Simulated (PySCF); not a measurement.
Computed shifts of a molecule C3H7NOSi, KT2/pcSseg-1 in PySCF, GIAO, gas phase, atoms alike by connectivity averaged where their shifts nearly agree, in ppm (number of nuclei): ¹³C: 86.0 (1), 69.1 (1), 40.0 (1). ¹⁵N: 68.6 (1). ²⁹Si: -19.9 (1). ¹H: 5.34 (1), 4.99 (1), 4.07 (2), 2.59 (1), 2.19 (1), 1.71 (1). References: ¹³C against TMS (σ = 185.1 ppm); ¹⁵N against NH3 (σ = 266.2 ppm); ²⁹Si against TMS (σ = 361.9 ppm); ¹⁷O against H2O (σ = 330.4 ppm); ¹H against TMS (σ = 31.47 ppm), references at their B3LYP-D3(BJ)/def2-TZVP geometries, non-relativistic. Coordinates come from a PBE0-D3(BJ)/def2-SVP optimisation. The values are those of a single conformer.

Question: Identify the compound among the candidates.
A) C#CCN[SiH2]O
B) C=C=C(N)O[SiH3]
C) C[C@@]1([SiH3])N=CO1
D) C[Si@@]1(N)C=CO1

Answer: A, C#CCN[SiH2]O
